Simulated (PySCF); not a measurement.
Molfile (atoms numbered from 1):
```
C2H6BNS2
     RDKit          3D

 12 12  0  0  0  0  0  0  0  0999 V2000
    2.5102    0.3316    0.5564 N   0  0  0  0  0  0  0  0  0  0  0  0
    1.1417    0.1488    0.3349 B   0  0  0  0  0  0  0  0  0  0  0  0
    0.3247   -1.4794    0.4488 S   0  0  0  0  0  0  0  0  0  0  0  0
   -1.2395   -0.9019   -0.2963 C   0  0  0  0  0  0  0  0  0  0  0  0
   -1.5050    0.5245    0.1382 C   0  0  0  0  0  0  0  0  0  0  0  0
    0.0112    1.5163   -0.0913 S   0  0  0  0  0  0  0  0  0  0  0  0
    2.9439    1.2435    0.5875 H   0  0  0  0  0  0  0  0  0  0  0  0
    3.1481   -0.4361    0.7137 H   0  0  0  0  0  0  0  0  0  0  0  0
   -1.1531   -0.9662   -1.3922 H   0  0  0  0  0  0  0  0  0  0  0  0
   -2.0437   -1.5788    0.0297 H   0  0  0  0  0  0  0  0  0  0  0  0
   -2.3064    0.9832   -0.4608 H   0  0  0  0  0  0  0  0  0  0  0  0
   -1.7959    0.5642    1.1993 H   0  0  0  0  0  0  0  0  0  0  0  0
  1  2  1  0
  2  3  1  0
  3  4  1  0
  4  5  1  0
  5  6  1  0
  6  2  1  0
  1  7  1  0
  1  8  1  0
  4  9  1  0
  4 10  1  0
  5 11  1  0
  5 12  1  0
M  END
```

Geometry: PBE0-D3(BJ)/def2-SVP; GIAO shifts from PySCF, gas phase, non-relativistic, averaged over equivalent atoms.

At HF/pcSseg-1 (146 basis functions, 6.2 s wall time on 1 thread of an Arm Neoverse V2, shared host):
```json
{"atoms": "N1", "δ (ppm)": "69.2"}
{"atoms": "B2", "δ (ppm)": "49.9"}
{"atoms": "S3/S6", "δ (ppm)": "-86.7"}
{"atoms": "C4/C5", "δ (ppm)": "34.3"}
{"atoms": "H7/H8", "δ (ppm)": "3.30"}
{"atoms": "H9/H10/H11/H12", "δ (ppm)": "2.54"}
```

Referencing at the same level of theory: NH3 for $^{15}$N (σ = 265.72 ppm); $^{11}$B (σ = 115.29 ppm) against BF3·OEt2; $^{33}$S (σ = 513.52 ppm) against CS2; TMS for $^{13}$C (σ = 190.85 ppm), $^{1}$H (σ = 31.69 ppm).

Q: Predict the values at PBE0/def2-TZVP on the same geometry.

A: 
| atoms | δ at PBE0/def2-TZVP | change |
| --- | --- | --- |
| N1 | 75.6 | +6.4 |
| B2 | 45.7 | -4.2 |
| S3/S6 | -3.5 | +83.2 |
| C4/C5 | 42.3 | +8.0 |
| H7/H8 | 3.10 | -0.20 |
| H9/H10/H11/H12 | 3.01 | +0.47 |

Referencing at the same level of theory: $^{15}$N (σref 265.93) vs NH3; BF3·OEt2 for $^{11}$B (σref 102.62); $^{33}$S (σref 492.14) vs CS2; TMS for $^{13}$C (σref 186.65) and $^{1}$H (σref 31.48).

The largest change is at S3/S6 (sulfur bonded to C, B, in a 5-membered ring). Cost: 234 basis functions, 37 s wall time on 1 thread of an Arm Neoverse V1, shared host.

Experimental scales use liquid or dissolved standards, which lie at an offset from isolated NH3 (liquid NH3: subtract about 20 ppm).
